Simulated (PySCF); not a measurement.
Compound: C₆H₇FSSi.
SMILES with atom numbers: `[CH:1]#[C:2][C:3]1=[CH:4][S:5][C@@H:6]([F:7])[SiH2:8][CH2:9]1` (hydrogens: H10 on C1; H11 on C4; H12 on C6; H13, H14 on Si8; H15, H16 on C9)

Cartesian coordinates in Å at the GFN2-xTB level; atoms count from 1:
```
atom  x, y, z in Å
C1     3.5604    0.0350   -0.3079
C2     2.3752    0.1819   -0.1771
C3     0.9702    0.2857   -0.0461
C4     0.4712    1.3964    0.5106
S5    -1.1713    1.8873    0.8506
C6    -2.2401    0.5860    0.1680
F7    -2.4813    0.8260   -1.1699
Si8   -1.4405   -1.1514    0.3533
C9     0.1894   -0.8870   -0.5780
H10    4.5984   -0.0713   -0.4147
H11    1.1416    2.1783    0.8376
H12   -3.1965    0.7180    0.6790
H13   -1.2629   -1.3934    1.7847
H14   -2.3163   -2.1080   -0.3175
H15   -0.0318   -0.7026   -1.6354
H16    0.8266   -1.7721   -0.5485
```

Method used: TDDFT CAM-B3LYP/def2-SVPD, vertical, gas phase, core orbitals frozen in the response (PySCF).

Each state is given a Gaussian of 0.25 eV full width at half maximum, with ε(max) = 2.175×10⁸ f / Δν̃ (Δν̃ the width in cm⁻¹). The width is an assumption, not a result. The curve ends short of the highest state used, and states not computed would add to its high-energy end.

```tsv
E (eV)	ε (L mol⁻¹ cm⁻¹)
4.56	74
4.60	260
4.65	1024
4.70	3235
4.74	6919
4.79	14656
4.83	22774
4.88	32361
4.92	36537
4.97	34828
5.01	28571
5.06	18269
5.10	10889
5.15	4671
5.19	2024
5.24	588
5.29	157
5.33	90
5.38	143
5.42	253
5.47	461
5.51	679
5.56	1005
5.60	1301
5.65	1707
5.69	2046
5.74	2456
5.78	2732
5.83	2918
5.88	2813
5.92	2484
5.97	1841
6.01	1274
6.06	676
6.10	353
6.15	131
```

Problem. Where are the band maxima, and which computed states make them?

Solution. 251 nm (4.93 eV), ε about 37000, made up of S1 (100%); 212 nm (5.84 eV), ε about 2900, made up of S3 (12%), S4 (36%) and S5 (52%) (ε in L mol⁻¹ cm⁻¹; maxima over ε = 5, shares over 10%). The states used: S1 4.93 eV (f 0.342); S2 5.55 eV (f 0.0042); S3 5.69 eV (f 0.0089); S4 5.80 eV (f 0.010); S5 5.90 eV (f 0.017); S6 6.46 eV (f 0.0013); S7 6.53 eV (f 0.0013); S8 6.75 eV (f 0.0055).

Problem. What would ε be at 4.93 eV, the highest of these maxima, with half the width (0.125 eV)?

Solution. About 73500 L mol⁻¹ cm⁻¹ against 36900, a factor of about 1.99; a lone state at its own centre would give exactly 2.

Problem. On this curve, what absorbance would a 10⁻⁴ mol/L sample give at 254 nm over a 1 cm path?

Solution. 254 nm is 4.881 eV, where ε is about 33000 L mol⁻¹ cm⁻¹, so A = ε c l ≈ 3.3 (Beer–Lambert, with the gas-phase spectrum and the assumed width).

One conformer stands for the species.
